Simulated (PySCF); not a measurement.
CH₃AlF₂, charge +1, multiplicity 2. Atoms are numbered in the order given.

```xyz
7

Al    -0.0077     0.3090     0.0000
C      0.0033    -1.8905     0.0000
H      1.1087    -1.8563     0.0000
H     -0.5079    -2.1016    -0.9500
H     -0.5079    -2.1016     0.9500
F     -0.0007     0.7436    -1.5706
F     -0.0007     0.7436     1.5706
```
Charge +1, spin multiplicity 2.

Geometry optimised at TPSSh-D3(BJ)/def2-SVP. The spin state was assumed, not searched. The isomer is the one that the SMILES or the coordinates give; other isomers of the formula were not compared.

Calculation: C-PCM-ωB97X/def2-SVP (PySCF).

The values are the electrostatic part of the solvation free energy, E(continuum) − E(gas) at the gas-phase geometry, in a cavity of scaled van der Waals radii (PySCF's table); cavitation and dispersion terms are not included. A continuum can't describe solvent molecules that bind to the metal.

Computed values in water (ε = 78.36), N,N-dimethylformamide (ε = 37.22), diethylether (ε = 4.24):
```json
[
 {"solvent": "water", "ε": "78.36", "ΔG(elec) (kcal/mol)": "-76.4"},
 {"solvent": "N,N-dimethylformamide", "ε": "37.22", "ΔG(elec) (kcal/mol)": "-75.2"},
 {"solvent": "diethylether", "ε": "4.24", "ΔG(elec) (kcal/mol)": "-58.8"}
]
```
